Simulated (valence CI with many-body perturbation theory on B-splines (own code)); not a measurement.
**Sm49+: electric-dipole lines**

Method: valence CI with perturbative core correlation (CI+MBPT): three valence electrons over a frozen Dirac-Fock core [Ne], radial functions for each j: 11 s, 11 p, 10 d, 8 f, 5 g, 2 h, with the one-electron correlation potential Σ1 (screened to all orders), the two-electron term Σ2, the three-electron term Σ3, Breit, model QED; selected single and double excitations, second order for the rest, scaled by the run's own slope (own B-spline code, finite nucleus).

No measured spectrum was set against this ion. As an estimate, large intervals hold to a few tenths of a per cent, small ones and those within an open d or f shell to about a per cent.

Lines 101 to 150 of 586 in falling wavelength, among levels below 2125.1 eV, chosen from the strongest by gf and those to the six lowest levels. Wavelengths and rates use the calculated energies. Electric multipoles are in the length gauge, E1 and E2 with the static RPA response of the core. Weak lines are less certain than strong ones. Lines between different terms over intervals too small for the method are left out, as are lines whose strength nearly cancels. The highest levels of a list are the least certain.

Levels are named by their leading jj configuration (3d3/2^4 stands for four electrons in 3d with j = 3/2), which in mixed levels can hold well under half, so a name can repeat and another be missing. Letters in brackets count levels of one name in rising energy.

| λ vac (Å) | Upper | Lower | A (s⁻¹) | S (a.u.) |
| --- | --- | --- | --- | --- |
| 61.32 | (3d3/2^2 3d5/2) J=5/2 [b] | (3p3/2 3d3/2 3d5/2) J=5/2 [a] | 2.91e+10 | 1.99e-02 |
| 61.17 | (3p3/2 3d5/2^2) J=5/2 | (3p3/2^2 3d5/2) J=3/2 | 1.07e+11 | 7.25e-02 |
| 61.12 | (3s 3p1/2 3d3/2) J=1/2 | (3s 3p1/2 3p3/2) J=3/2 [a] | 4.16e+09 | 9.38e-04 |
| 61.07 | (3d3/2^2 3d5/2) J=5/2 [a] | (3p3/2 3d3/2^2) J=5/2 | 3.39e+10 | 2.28e-02 |
| 60.97 | (3p1/2 3d3/2 3d5/2) J=7/2 [b] | (3p1/2 3p3/2 3d5/2) J=7/2 [a] | 3.01e+10 | 2.70e-02 |
| 60.75 | (3p3/2 3d3/2 3d5/2) J=5/2 [b] | (3p3/2^2 3d3/2) J=3/2 [a] | 8.97e+10 | 5.95e-02 |
| 60.58 | (3d3/2 3d5/2^2) J=5/2 [a] | (3p3/2 3d3/2 3d5/2) J=5/2 [c] | 3.89e+10 | 2.56e-02 |
| 60.50 | (3s 3p1/2 3d5/2) J=5/2 [a] | (3s 3p1/2 3p3/2) J=5/2 | 3.98e+09 | 2.61e-03 |
| 60.42 | (3s 3d5/2^2) J=3/2 | (3s 3p3/2 3d5/2) J=1/2 | 8.80e+10 | 3.83e-02 |
| 60.41 | (3s 3p1/2 3d5/2) J=5/2 [b] | (3s 3p1/2 3p3/2) J=3/2 [b] | 6.11e+10 | 3.99e-02 |
| 60.40 | (3d3/2 3d5/2^2) J=9/2 | (3p3/2 3d3/2 3d5/2) J=7/2 [b] | 2.08e+10 | 2.26e-02 |
| 60.38 | (3d3/2 3d5/2^2) J=7/2 [a] | (3p3/2 3d3/2 3d5/2) J=5/2 [b] | 7.53e+10 | 6.55e-02 |
| 60.36 | (3p3/2 3d3/2 3d5/2) J=5/2 [d] | (3p3/2^2 3d3/2) J=3/2 [b] | 6.67e+10 | 4.34e-02 |
| 60.26 | (3p1/2 3p3/2 3d5/2) J=5/2 [a] | (3p1/2 3p3/2^2) J=5/2 | 4.33e+10 | 2.80e-02 |
| 60.22 | (3s 3p1/2 3d3/2) J=3/2 [b] | (3s 3p1/2 3p3/2) J=3/2 [a] | 5.76e+09 | 2.48e-03 |
| 59.91 | (3s 3d3/2 3d5/2) J=9/2 | (3s 3p3/2 3d5/2) J=9/2 | 1.75e+10 | 1.86e-02 |
| 59.87 | (3s 3d5/2^2) J=9/2 | (3s 3p3/2 3d5/2) J=7/2 [a] | 1.13e+11 | 1.20e-01 |
| 59.85 | (3s 3d5/2^2) J=7/2 | (3s 3p3/2 3d5/2) J=7/2 [b] | 4.72e+10 | 3.99e-02 |
| 59.76 | (3p3/2 3d5/2^2) J=7/2 [a] | (3p3/2^2 3d5/2) J=7/2 | 4.37e+10 | 3.69e-02 |
| 59.73 | (3p3/2 3d3/2 3d5/2) J=3/2 [c] | (3p3/2^2 3d3/2) J=3/2 [b] | 6.75e+10 | 2.84e-02 |
| 59.57 | (3d5/2^3) J=5/2 | (3p3/2 3d5/2^2) J=5/2 | 1.67e+11 | 1.05e-01 |
| 59.55 | (3d3/2 3d5/2^2) J=7/2 [b] | (3p3/2 3d3/2 3d5/2) J=9/2 [b] | 5.12e+10 | 4.27e-02 |
| 59.51 | (3s 3p3/2 3d5/2) J=5/2 [a] | (3s 3p3/2^2) J=5/2 | 6.30e+10 | 3.93e-02 |
| 59.50 | (3d3/2^2 3d5/2) J=5/2 [a] | (3p3/2 3d3/2^2) J=3/2 [a] | 7.70e+10 | 4.80e-02 |
| 59.49 | (3p1/2 3d3/2 3d5/2) J=5/2 [a] | (3p1/2 3p3/2 3d3/2) J=3/2 [a] | 5.79e+10 | 3.61e-02 |
| 59.39 | (3d3/2^2 3d5/2) J=7/2 | (3p3/2 3d3/2^2) J=7/2 | 3.73e+10 | 3.08e-02 |
| 59.38 | (3p1/2 3d5/2^2) J=5/2 | (3p1/2 3p3/2 3d5/2) J=7/2 [b] | 3.56e+10 | 2.21e-02 |
| 59.32 | (3d3/2^2 3d5/2) J=9/2 | (3p3/2 3d3/2^2) J=7/2 | 1.45e+11 | 1.49e-01 |
| 59.19 | (3s 3p1/2 3d5/2) J=3/2 | (3s 3p1/2 3p3/2) J=3/2 [b] | 2.71e+10 | 1.11e-02 |
| 59.10 | (3p3/2 3d5/2^2) J=9/2 | (3p3/2^2 3d5/2) J=7/2 | 1.39e+11 | 1.42e-01 |
| 59.09 | (3d3/2 3d5/2^2) J=5/2 [b] | (3p3/2 3d3/2 3d5/2) J=5/2 [c] | 4.60e+10 | 2.81e-02 |
| 58.98 | (3d5/2^3) J=5/2 | (3p3/2 3d5/2^2) J=7/2 [b] | 8.32e+10 | 5.05e-02 |
| 58.95 | (3p1/2 3d3/2 3d5/2) J=5/2 [b] | (3p1/2 3p3/2 3d3/2) J=3/2 [b] | 5.86e+10 | 3.55e-02 |
| 58.93 | (3p3/2 3d5/2^2) J=7/2 [a] | (3p3/2^2 3d5/2) J=9/2 | 3.56e+10 | 2.88e-02 |
| 58.92 | (3d5/2^3) J=9/2 | (3p3/2 3d5/2^2) J=9/2 | 1.38e+11 | 1.40e-01 |
| 58.90 | (3s 3d3/2 3d5/2) J=5/2 [b] | (3s 3p3/2 3d3/2) J=3/2 [b] | 6.18e+10 | 3.74e-02 |
| 58.86 | (3d5/2^3) J=3/2 | (3p3/2 3d5/2^2) J=1/2 | 1.16e+11 | 4.69e-02 |
| 58.83 | (3p3/2 3d3/2 3d5/2) J=9/2 [b] | (3p3/2^2 3d3/2) J=7/2 | 2.78e+11 | 2.79e-01 |
| 58.78 | (3p3/2 3d3/2 3d5/2) J=7/2 [c] | (3p3/2^2 3d3/2) J=5/2 | 2.35e+11 | 1.88e-01 |
| 58.78 | (3p1/2 3d3/2 3d5/2) J=7/2 [a] | (3p1/2 3p3/2 3d3/2) J=5/2 [a] | 6.83e+10 | 5.48e-02 |
| 58.76 | (3d3/2 3d5/2^2) J=3/2 [b] | (3p3/2 3d3/2 3d5/2) J=1/2 [b] | 9.26e+10 | 3.71e-02 |
| 58.75 | (3d3/2^2 3d5/2) J=7/2 | (3p3/2 3d3/2^2) J=5/2 | 1.18e+11 | 9.44e-02 |
| 58.72 | (3d3/2 3d5/2^2) J=7/2 [b] | (3p3/2 3d3/2 3d5/2) J=5/2 [c] | 2.42e+10 | 1.93e-02 |
| 58.67 | (3p3/2 3d3/2 3d5/2) J=1/2 [b] | (3p3/2^2 3d3/2) J=3/2 [b] | 1.52e+11 | 3.03e-02 |
| 58.65 | (3p3/2 3d3/2 3d5/2) J=3/2 [b] | (3p3/2^2 3d3/2) J=1/2 | 6.54e+10 | 2.60e-02 |
| 58.62 | (3s 3d5/2^2) J=1/2 | (3s 3p3/2 3d5/2) J=3/2 [b] | 1.36e+11 | 2.70e-02 |
| 58.56 | (3p1/2 3p3/2 3d5/2) J=1/2 | (3p1/2 3p3/2^2) J=1/2 | 1.67e+11 | 3.32e-02 |
| 58.45 | (3s 3d3/2 3d5/2) J=3/2 [b] | (3s 3p3/2 3d3/2) J=3/2 [b] | 5.39e+10 | 2.13e-02 |
| 58.28 | (3p3/2 3d5/2^2) J=9/2 | (3p3/2^2 3d5/2) J=9/2 | 1.44e+11 | 1.40e-01 |
| 58.27 | (3d3/2 3d5/2^2) J=5/2 [b] | (3p3/2 3d3/2 3d5/2) J=7/2 [c] | 5.63e+10 | 3.30e-02 |
